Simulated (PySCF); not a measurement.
One molecule, one basis, several functionals.

C₂H₇BO.
SMILES: `BCOC`

Torsions of this conformer, `[BH2:1][CH2:2][O:3][CH3:4]`: B1–C2–O3–C4 -177°.

PySCF, def2-SVPD basis, density fitting, gas phase, PBE0-D3(BJ)/def2-SVP geometry; singlet excitations by full TDDFT with frozen cores, triplets by Tamm–Dancoff TDDFT and ionisation energies by ΔSCF, from the lowest of the holes tried. One functional is left out:

| functional | exact exchange (%) | HOMO energy (eV) | LUMO energy (eV) | lowest singlet excitation (eV) | lowest triplet excitation (eV) | dipole moment (D) | mean polarisability (au) | vertical ionisation energy (eV) |
| --- | --- | --- | --- | --- | --- | --- | --- | --- |
| LDA | 0 | -6.17 | -2.71 | 3.58 | 3.39 | 1.640 | 50.9 | 9.92 |
| PBE | 0 | -6.07 | -2.44 | 3.73 | 3.54 | 1.550 | 49.8 | 9.77 |
| PBE0 | 25 | -7.61 | -1.37 | 5.04 | 4.81 | 1.582 | 47.2 | 9.92 |
| BHandHLYP | 50 | -9.13 | -0.29 | 6.21 | 5.55 | 1.605 | 45.3 | 9.93 |

**Question.** Predict the row of B3LYP (20 % exact exchange) by straight lines through the other rows, and check it.

**Answer.** 
```csv
property,line,computed,computed − line,"PBE0 (25 %), for comparison"
HOMO energy (eV),-7.32,-7.38,-0.06,-7.61
LUMO energy (eV),-1.65,-1.63,+0.02,-1.37
lowest singlet excitation (eV),4.70,4.82,+0.12,5.04
lowest triplet excitation (eV),4.38,4.62,+0.24,4.81
dipole moment (D),1.594,1.566,-0.028,1.582
mean polarisability (au),48.2,47.7,-0.5,47.2
vertical ionisation energy (eV),9.89,9.98,+0.09,9.92
```

**Question.** Which of these properties follows the share of exact exchange most closely, and which least?

**Answer.** Most closely the HOMO energy, least the dipole moment; the correlations over the tabulated rows are HOMO energy -1.000, lowest singlet excitation 0.998, LUMO energy 0.995, lowest triplet excitation 0.988, mean polarisability -0.977, vertical ionisation energy 0.567, dipole moment 0.085. The HOMO energy moves by -0.601 eV for every 10 %. Functionals with the same share still differ in their other parts: at 0 % LDA and PBE differ by 0.10 eV in it.
